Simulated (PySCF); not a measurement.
Computed shifts of a molecule C4H13NSi, PBE/pcSseg-1 run with PySCF, GIAO, gas phase, atoms alike by connectivity averaged where their shifts nearly agree, in ppm (number of nuclei): ¹³C: 46.9 (1), 44.3 (1), 22.2 (1), 20.8 (1). ¹⁵N: 75.9 (1). ²⁹Si: -72.4 (1). ¹H: 4.20 (3), 3.35 (1), 3.35 (1), 2.80 (1), 1.60 (3), 1.41 (3), 0.46 (1). References: ¹³C against TMS (σ = 182.0 ppm); ¹⁵N against NH3 (σ = 267.0 ppm); ²⁹Si against TMS (σ = 335.4 ppm); ¹H against TMS (σ = 31.49 ppm), references at their B3LYP-D3(BJ)/def2-TZVP geometries, non-relativistic. Coordinates come from a B3LYP-D3(BJ)/def2-SVP optimisation. The values are those of a single conformer.

Pick the molecule that these values belong to.
(A) CCN[C@H](C)[SiH3]
(B) CC[C@H]([SiH3])NC
(C) CC[Si](C)(C)N
(D) CCN[SiH](C)C

A, CCN[C@H](C)[SiH3]
